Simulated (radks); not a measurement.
All-electron atom: the indium ion In13+ in [Kr].

Calculated with a radial shooting solver on a logarithmic mesh with Libxc functionals: scalar-relativistic Kohn-Sham, BLYP, spin-polarised, spherical densities, point nucleus.

Energy parts (Ry):
total: -11652.00697
kinetic: 12151.80159
electron-nucleus: -27390.50252
Hartree: 3886.54416
exchange-correlation: -299.85020

Orbitals (lengths in bohr, moments of r in powers of bohr; <r^-3> diverges for s and p1/2):
orbital  occ.  eigenvalue (Ry)     <r^2>  <r^-3>
1s          2        -2061.859  0.001195       -
2s          2        -327.2648   0.01946       -
2p          6        -296.0065   0.01534    4377
3s          2        -78.95901    0.1377       -
3p          6        -68.72373    0.1382   811.0
3d         10        -52.92734    0.1222   112.1
4s          2        -27.75579    0.6917       -
4p          6        -24.37832    0.7639   183.0

The highest occupied level is 4p at -331.68 eV. The density falls to 0.001 e/bohr^3 at r = 1.92 bohr.
